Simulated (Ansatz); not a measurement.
The cluster Be₆. The state is a singlet with charge 0. Geometry r2SCAN/def2-TZVP.

```xyz
6

Be   -1.8823   -0.8361   -0.0299
Be    0.0164   -0.4564    0.9870
Be    2.0092    0.1598    1.2122
Be   -0.2761   -0.6214   -1.2659
Be    1.1706    0.8021   -0.5129
Be   -1.0378    0.9519   -0.3906
```

The restricted singlet is unstable towards broken spin symmetry at other levels; at PBE/def2-TZVP, r2SCAN/def2-TZVP, PBE0/def2-TZVP, ωB97M-V/def2-TZVP this wasn't settled. Another isomer (singlet) lies 0.56 eV lower at PBE0/def2-TZVP; other spin states weren't run for this one.

Problem. Estimate the orbital energies around the gap (eV) in Ansatz with PBE/def2-TZVP, r2SCAN/def2-TZVP, PBE0/def2-TZVP, ωB97M-V/def2-TZVP.

Solution. 
```tsv
orbital	PBE/def2-TZVP	r2SCAN/def2-TZVP	PBE0/def2-TZVP	ωB97M-V/def2-TZVP
HOMO−5	-10.72	-11.24	-12.30	-14.71
HOMO−4	-7.94	-8.25	-9.05	-11.11
HOMO−3	-6.44	-6.62	-7.28	-9.01
HOMO−2	-5.69	-5.83	-6.33	-7.86
HOMO−1	-5.04	-5.12	-5.71	-7.35
HOMO	-3.98	-4.01	-4.52	-6.04
LUMO	-3.87	-3.78	-3.19	-1.54
LUMO+1	-3.47	-3.39	-2.75	-0.94
LUMO+2	-3.23	-3.06	-2.47	-0.79
LUMO+3	-2.47	-2.24	-1.75	-0.18
LUMO+4	-2.35	-2.10	-1.55	0.15
LUMO+5	-1.98	-1.67	-1.15	0.47
```
